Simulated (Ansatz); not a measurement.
Gas-phase reaction R1 + R2 → P1 + P2, each structure at its B3LYP-D3(BJ)/def2-TZVP stationary point, reached from a drawn start (curvature not checked).
R1: CH6O3Si (SMILES C[Si](O)(O)O), charge 0, multiplicity 1.
R2: O atom, charge 0, multiplicity 3.
P1, H3O4Si (SMILES [O][Si](O)(O)O) (charge 0, multiplicity 2):
```xyz
8

O     -1.4876     0.9051     0.0440
Si    -0.0338     0.1165    -0.1300
O     -0.2598    -1.1208    -1.1639
O      1.1987     0.9578    -0.7620
O      0.3560    -0.2422     1.4206
H     -1.1282    -1.5297    -1.1893
H      1.6528     1.5868    -0.1965
H     -0.2981    -0.6733     1.9771
```
P2: CH3 (SMILES [CH3]), charge 0, multiplicity 2.

P less R. No zero-point or thermal terms; singlets are restricted closed shells; open shells are unrestricted; no spin–orbit coupling. One arrangement of each flexible species, with no search for the lowest.

Frozen-core correlation throughout.

Codes used: Ansatz (Gaussian basis) for Hartree–Fock, density functionals and correlated methods. Each number belongs to the level named beside it.

The comparison value is -0.691 eV (CCSD(T)/cc-pV(T+d)Z). It is a level with limits of its own, not the exact answer.

Problem. Order these levels by how close they come to the comparison value for the reaction energy, closest first: SVWN5/def2-TZVPP, PBE/def2-TZVPP, B97M-V/def2-TZVPP, PBE0/def2-TZVPP, revPBE/def2-TZVPP. Give each level's value less the comparison value.

Solution. PBE0/def2-TZVPP (-0.167 eV), B97M-V/def2-TZVPP (-0.283 eV), revPBE/def2-TZVPP (-0.403 eV), PBE/def2-TZVPP (-0.454 eV), SVWN5/def2-TZVPP (-0.586 eV)

Ansatz is a first-principles code.
